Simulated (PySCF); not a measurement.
A run for PySCF: D3(BJ) and D4 dispersion corrections on CH7GeN (SMILES [CH3][GeH2][NH2]), a point of a torsion scan.

```python
from pyscf import gto
from pyscf.dispersion import dftd3, dftd4

mol = gto.M(
    atom='''
    C     1.33418580    0.49297855    0.00299561
    Ge   -0.17456012   -0.77247644   -0.07041953
    N    -1.76621857    0.09004208    0.09682712
    H     2.28537998   -0.02980931    0.00574585
    H     1.32023372    1.16838675   -0.84916726
    H     1.27590915    1.09022015    0.91018539
    H    -0.09960693   -1.75233636    1.07100538
    H    -0.20404315   -1.56989435   -1.34813949
    H    -2.42536541    0.00760450   -0.66170880
    H    -1.72633850    1.05786248    0.37970133
    ''',
    basis='def2-svp',
    charge=0, spin=0, verbose=0, max_memory=1800)
d3, d4 = {}, {}
for xc in ['hf', 'pbe', 'blyp', 'revpbe', 'tpss', 'r2scan', 'b3lyp', 'pbe0', 'bhlyp', 'camb3lyp', 'b2plyp']:
    d3[xc] = float(dftd3.DFTD3Dispersion(mol, xc=xc, version='d3bj', atm=False).get_dispersion()['energy'])
    print(f'D3(BJ) {xc:10s} {d3[xc]:14.8f} Eh')
for xc in ['hf', 'pbe', 'blyp', 'revpbe', 'tpss', 'r2scan', 'b3lyp', 'pbe0', 'bhlyp', 'camb3lyp', 'b2plyp']:
    d4[xc] = float(dftd4.DFTD4Dispersion(mol, xc={'camb3lyp': 'cam-b3lyp'}.get(xc, xc), atm=True).get_dispersion()['energy'])
    print(f'D4     {xc:10s} {d4[xc]:14.8f} Eh')
```

The log:

```
D3(BJ) hf            -0.05056709 Eh
D3(BJ) pbe           -0.00605485 Eh
D3(BJ) blyp          -0.01303763 Eh
D3(BJ) revpbe        -0.01510508 Eh
D3(BJ) tpss          -0.00764328 Eh
D3(BJ) r2scan        -0.00167462 Eh
D3(BJ) b3lyp         -0.01071659 Eh
D3(BJ) pbe0          -0.00526765 Eh
D3(BJ) bhlyp         -0.00862041 Eh
D3(BJ) camb3lyp      -0.00480816 Eh
D3(BJ) b2plyp        -0.00507897 Eh
D4     hf            -0.02053795 Eh
D4     pbe           -0.00571018 Eh
D4     blyp          -0.01261362 Eh
D4     revpbe        -0.01772617 Eh
D4     tpss          -0.00769114 Eh
D4     r2scan        -0.00138455 Eh
D4     b3lyp         -0.00919125 Eh
D4     pbe0          -0.00478969 Eh
D4     bhlyp         -0.00693699 Eh
D4     camb3lyp      -0.00482853 Eh
D4     b2plyp        -0.00396008 Eh
```

The run finished.

Cost: very roughly 0.020 core-seconds.
